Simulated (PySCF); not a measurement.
N-formylpyrrolidine, C₅H₉NO.
Geometry (PBE0-D3(BJ)/def2-TZVP, Å), atoms numbered from 1 in this order:
```
atom  x, y, z in Å
O1     2.7158    1.2318   -0.6726
C2     2.0756    0.2030   -0.7295
N3     0.7962    0.0767   -0.3411
C4     0.0478    1.1881    0.2277
C5    -1.3536    0.6142    0.4090
C6    -1.1029   -0.8796    0.5971
C7     0.0249   -1.1541   -0.3874
H8     2.4996   -0.7443   -1.1150
H9     0.4962    1.4885    1.1806
H10    0.0844    2.0555   -0.4338
H11   -1.8832    1.0707    1.2455
H12   -1.9490    0.7823   -0.4928
H13   -0.7603   -1.0765    1.6168
H14   -1.9824   -1.4960    0.4092
H15   -0.3769   -1.3306   -1.3932
H16    0.6385   -2.0142   -0.1122
```

Theory: PySCF, PBE0-D3(BJ)/def2-TZVP geometry optimisation, gas phase.

Masses are those of the commonest isotopes; rigid-rotor values at the optimised geometry. The values belong to one conformer with, in the numbering `[O:1]=[CH:2][N:3]1[CH2:4][CH2:5][CH2:6][CH2:7]1`, O1–C2–N3–C4 -1°, C2–N3–C4–C5 176°, N3–C4–C5–C6 28°, C4–C5–C6–C7 -39°, C5–C6–C7–N3 34°.

(1) What are A, B and C (cm⁻¹)?

(2) What kind of rotor is it?

(3) Is it planar, by Δ = Ic − Ia − Ib?

(4) Give the other two planar moments, Paa and Pbb, and the rms extents of the mass along the axes.

(5) List the rotational levels J(Ka,Kc) to J = 5 (cm⁻¹).

(6) Which types of transition are allowed, and where do some lines up to J = 2 fall?

(7) Estimate the classical rotational partition function at 50 K, 100 K and 500 K.

## Answers

(1) Ia = 81.38, Ib = 256.63, Ic = 319.86 u·Å²; 505379 MHz·u·Å²/I gives 6210, 1969 and 1580 MHz, that is A = 0.20716, B = 0.06569, C = 0.05270 cm⁻¹.

(2) An asymmetric top; Ray's κ = -0.832.

(3) Not planar: Δ = Ic − Ia − Ib = -18.14 u·Å². For a rigid frame Δ = −2 Σ m c², so Σ m c² = 9.07 u·Å² lies off the ab plane: 6.91 from hydrogen and 2.16 from heavier atoms. The atom farthest from that plane is 1.41 Å away.

(4) Paa = Σ m a² = (Ib + Ic − Ia)/2 = 247.56 and Pbb = Σ m b² = (Ia + Ic − Ib)/2 = 72.31 u·Å². With the mass M = 99.07 u, the rms extents √(P/M) along a, b and c are 1.58, 0.85, 0.30 Å.

(5) Above 0(0,0):
J = 1: 1(0,1) 0.1184, 1(1,1) 0.2599, 1(1,0) 0.2728
J = 2: 2(0,2) 0.3543, 2(1,2) 0.4837, 2(1,1) 0.5226, 2(2,1) 0.9470, 2(2,0) 0.9479
J = 3: 3(0,3) 0.7061, 3(1,3) 0.8188, 3(1,2) 0.8967, 3(2,2) 1.3022, 3(2,1) 1.3064, 3(3,1) 2.0425, 3(3,0) 2.0425
J = 4: 4(0,4) 1.1714, 4(1,4) 1.2648, 4(1,3) 1.3944, 4(2,3) 1.7751, 4(2,2) 1.7877, 4(3,2) 2.5177, 4(3,1) 2.5179, 4(4,1) 3.5519, 4(4,0) 3.5519
J = 5: 5(0,5) 1.7472, 5(1,5) 1.8209, 5(1,4) 2.0148, 5(2,4) 2.3652, 5(2,3) 2.3938, 5(3,3) 3.1122, 5(3,2) 3.1132, 5(4,2) 4.1458, 5(4,1) 4.1458, 5(5,1) 5.4757, 5(5,0) 5.4757
Those of J = 1 are B + C, A + C and A + B.

(6) The dipole components are |μa| = 4.32 D, |μb| = 1.36 D, |μc| = 0.20 D. The squared components, which scale the intensities, stand as 1.00 : 0.10 : 0.00 (a : b : c). Some lines, for components of 0.1 D or more:

| type | branch | J(Ka,Kc) | MHz | lower level (cm⁻¹) |
| --- | --- | --- | --- | --- |
| a | Q | 1(1,0) ← 1(1,1) | 389 | 0.260 |
| a | Q | 2(1,1) ← 2(1,2) | 1168 | 0.484 |
| b | R | 2(0,2) ← 1(1,1) | 2832 | 0.260 |
| a | R | 1(0,1) ← 0(0,0) | 3549 | 0.000 |
| c | Q | 2(1,2) ← 2(0,2) | 3877 | 0.354 |
| c | Q | 1(1,1) ← 1(0,1) | 4241 | 0.118 |
| b | Q | 1(1,0) ← 1(0,1) | 4630 | 0.118 |
| b | Q | 2(1,1) ← 2(0,2) | 5045 | 0.354 |
| a | R | 2(1,2) ← 1(1,1) | 6709 | 0.260 |
| a | R | 2(0,2) ← 1(0,1) | 7073 | 0.118 |
| a | R | 2(1,1) ← 1(1,0) | 7488 | 0.273 |
| b | R | 1(1,1) ← 0(0,0) | 7790 | 0.000 |
| c | R | 1(1,0) ← 0(0,0) | 8180 | 0.000 |
| b | R | 2(1,2) ← 1(0,1) | 10950 | 0.118 |
| c | R | 2(1,1) ← 1(0,1) | 12118 | 0.118 |
| c | Q | 2(2,1) ← 2(1,1) | 12723 | 0.523 |
| b | Q | 2(2,0) ← 2(1,1) | 12749 | 0.523 |
| b | Q | 2(2,1) ← 2(1,2) | 13891 | 0.484 |
| b | R | 2(2,1) ← 1(1,0) | 20211 | 0.273 |
| c | R | 2(2,0) ← 1(1,0) | 20237 | 0.273 |
| c | R | 2(2,1) ← 1(1,1) | 20600 | 0.260 |
| b | R | 2(2,0) ← 1(1,1) | 20626 | 0.260 |

(7) Point group C1, symmetry number σ = 1; q = (√π/σ)·√((kT/h)³/(ABC)), k/h = 20836.6 MHz/K: 13600 at 50 K, 38400 at 100 K, 429000 at 500 K.

Stationary, but not proved a minimum. Zero-point vibration and centrifugal distortion are left out. Quadrupole hyperfine structure (14N) is left out.
